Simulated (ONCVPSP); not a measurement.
# zirconium: one change to an ONCV potential, before and after

```
Element                 : zirconium
Generator               : ONCVPSP 4.0.1
Type                    : optimised norm-conserving Vanderbilt (ONCV)
Functional              : LDA (Perdew-Zunger)
Relativity              : scalar-relativistic
Frozen core             : [Ar] 3d10
Valence charge          : 12
Reference configuration : 4s2 4p6 4d2 (charge +2)
Partial waves           : 4s: rc 2.05 bohr, ncon 4, nbas 7, qcut 6.4 1/bohr, 3 projectors, debl 2.1 Ha; 4p: rc 2.20 bohr, ncon 4, nbas 9, qcut 5 1/bohr, 2 projectors, debl 0.4 Ha; 4d: rc 2.80 bohr, ncon 3, nbas 7, qcut 6.6 1/bohr, 1 projector
Local potential         : polynomial inside 1.35 bohr (lpopt 5, dvloc0 2 Ha)
Core correction         : Teter function, fcfact 5.5, rcfact 1.7
```

In the s channel the program set the typed energies aside and used -2.540, 0.050, 2.150 Ha. In the p channel the program set the typed energies aside and used -1.729, 0.250 Ha.

Change: core correction Teter function, fcfact 1.7, rcfact 1.7.

Cutoffs: the cutoffs (Ha) at which the residual kinetic energy of the hardest occupied pseudo-wave falls to 1 and 0.1 mHa per electron; they do not see the model core or the augmentation charge, which bear on the density cutoff. Errors are all-electron minus pseudo energies relative to the spin-unpolarised reference configuration.

Problem. What does the change do?

Solution. The potential gets neither clearly harder nor softer (13 Ha and 16 Ha → 13 Ha and 16 Ha); of the 4 tests that both files solve, the error grows in 2 and shrinks in 2 by more than 15 % and 0.3 meV (median size 3.6 → 4.5 meV); neither file shows a bound ghost. A model core, the more so a compact one, raises the density cutoff, which this test does not measure.

```csv
quantity,base,changed
"cutoff, loose",13 Ha,13 Ha
"cutoff, tight",16 Ha,16 Ha
bound ghosts,none,none
GHOST(+) flags under 300 eV,none,none
"error for 4s2 4p6 4d2 5s2, meV [ΔE -20.59 eV]",-4.5,-2.8
"error for 4s2 4p6 4d2 5s1, meV [ΔE -13.24 eV]",-1.2,-0.6
"error for 4s2 4p6 4d1, meV [ΔE 22.82 eV]",+14,+20
"error for 4s2 4p6 4d1 5s2, meV [ΔE -12.77 eV]",-2.8,+6.2
s: phases at 2.08 bohr within 0.05 rad from the reference energy up to (Ha; the scan ends near 5),to the end of the scan,to the end of the scan
p: phases at 2.24 bohr within 0.05 rad from the reference energy up to (Ha; the scan ends near 5),4.7,4.7
d: phases at 2.84 bohr within 0.05 rad from the reference energy up to (Ha; the scan ends near 5),0.3,0.3
"rms error of d²Exc/dni dnj with the model core, mHa",4.60,0.56
```
